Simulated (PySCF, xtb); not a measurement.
Al(F)(OMe)(SH) (CH4AlFOS), SMILES C[O][Al]([F])[SH].

GFN2-xTB (xtb) at its own geometry gives an orbital gap of 3.52 eV and a dipole moment of 1.14 D.

The structure is a stationary point at PBE-D3(BJ)/def2-SVP. The structure was generated by enumeration; whether it is a known compound was not checked. One conformer was computed; it need not be the lowest.

Question: What does PBE0/def2-TZVP (PySCF) give? (An estimate is asked for; the answer gives what the named calculation found.)

Answer: gap 7.10 eV (levels -7.89 and -0.79 eV), dipole 0.85 D.
